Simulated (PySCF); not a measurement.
Si(Cl)3(NH2) (Cl3H2NSi), SMILES Cl[Si](Cl)(Cl)N. Atoms are numbered in the order given.

```xyz
7

N      1.9560     0.2823     0.0000
Si     0.2761     0.0324     0.0000
Cl    -0.5037     0.8942     1.6964
Cl    -0.5037     0.8942    -1.6964
Cl    -0.3197    -1.9486     0.0000
H      2.5007     0.1462     0.8457
H      2.5007     0.1462    -0.8457
```

The structure is a stationary point at B3LYP-D3(BJ)/def2-SVP. One conformer was computed; it need not be the lowest.

Two levels are set side by side: PBE/pcSseg-1 (PySCF) and KT2/pcSseg-1 (PySCF). GIAO shifts against HCl (³⁵Cl), NH3 (¹⁵N), TMS (²⁹Si), TMS (¹H) at the same level; non-relativistic, no solvent, atoms listed together averaged. Without spin–orbit terms, shifts of atoms bonded to Cl or Br come out too high at both levels. Differences are taken from unrounded values.

```
quantity                KT2
---------------------  ----
δ(¹⁵N) of N1 (ppm)     61.5
δ(²⁹Si) of Si2 (ppm)    3.6
δ(¹H) of H6, H7 (ppm)  2.03
```

Task: What does PBE give, and how far is it from KT2? (The exact figures need the calculation; the answer reports its results.)

Result: 
```csv
quantity,PBE,PBE minus KT2
δ(¹⁵N) of N1 (ppm),63.6,2.1
δ(²⁹Si) of Si2 (ppm),4.4,0.8
"δ(¹H) of H6, H7 (ppm)",1.94,-0.10
```

Rough cost on one machine, each run with all the roots and properties that it gave: KT2 against PBE within a factor of 2.
